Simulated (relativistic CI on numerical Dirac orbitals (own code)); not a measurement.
# d1 to d9 in one octahedral field

Computed with a parametric ligand-field model without spin-orbit coupling, by exact diagonalisation: B = 940, C = 4570, 10Dq = 16400 cm⁻¹ (Oh; |10Dq|/B = 17.4) for every shell. Energies in cm⁻¹; the field energy is (0.6 n_e − 0.4 n_t2) × 10Dq of the ground term; g labels are left out.

```tsv
Shell	Ground term	Electrons in e	Field energy	First spin-allowed bands	Lowest term of other spin
d1	2T2	0.000	-6560	2E 16400	
d2	3T1	0.045	-12387	3T2 14800, 3T1 27299	1T2 15342
d3	4A2	0.000	-19680	4T2 16400, 4T1 24753	2E 20414
d4	5E	1.000	-9840	5T2 16400	3T1 9881
d5	6A1	2.000	0	none	4T1 19405
d6	5T2	2.000	-6560	5E 16400	1A1 5038
d7	4T1	2.045	-12387	4T2 14800, 4T1 27299	2E 4635
d8	3A2	2.000	-19680	3T2 16400, 3T1 24753	1E 16349
d9	2E	3.000	-9840	2T2 16400
```

Every shell keeps the spin of the free ion. Only d4 to d7 can choose; the field needed to pair spins is smallest for d6 and largest for d5, which loses most exchange energy. In the strong-field picture 10Dq must exceed about 6B + 5C = 28490 (d4), 7.5B + 5C = 29900 (d5), 2.5B + 4C = 20630 (d6) and 4B + 4C = 22040 (d7); mixing of terms shifts these bounds somewhat. High-spin d^(n+5) repeats the spin-allowed bands of d^n, since the half-filled shell is spherical.
